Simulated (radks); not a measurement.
Results of a calculation; reference values are marked as such.
Ce14+, configuration [Kr] 4d8 (the NIST ground configuration). Code: a radial shooting solver on a logarithmic mesh with Libxc functionals. Model: scalar-relativistic Kohn-Sham, LB94 model potential, spin-polarised, spherical densities, finite nucleus; open shells are filled with parallel spins first (spin-orbit coupling, left out, can overturn this in heavy ions); Fermi nuclear charge, rms radius 4.8771 fm. Some entries of the table are withheld. Estimate them.

orbital,occ.,eigenvalue (eV),r(max) (bohr)
1s down,1,-40726.59,0.01573
1s up,1,-40726.54,0.01573
2s up,1,-6777.552,0.08897
2s down,1,-6777.281,0.08897
2p up,3,-6106.275,0.07157
2p down,3,-6106.134,0.07156
3s up,1,-1687.779,0.2545
3s down,1,-1687.530,0.2546
3p up,3,-1473.588,0.2490
3p down,3,-1473.281,0.2491
3d up,5,-1168.988,0.2045
3d down,5,-1168.397,0.2046
4s up,1,-550.1448,(1)
4s down,1,-548.5495,(2)
4p up,3,-478.7397,0.6100
4p down,3,-477.0687,0.6094
4d up,5,-375.3322,0.6342
4d down,3,-373.6940,0.6334

Answer. 
(1) 4s up r(max) (bohr): 0.5864
(2) 4s down r(max) (bohr): 0.5858
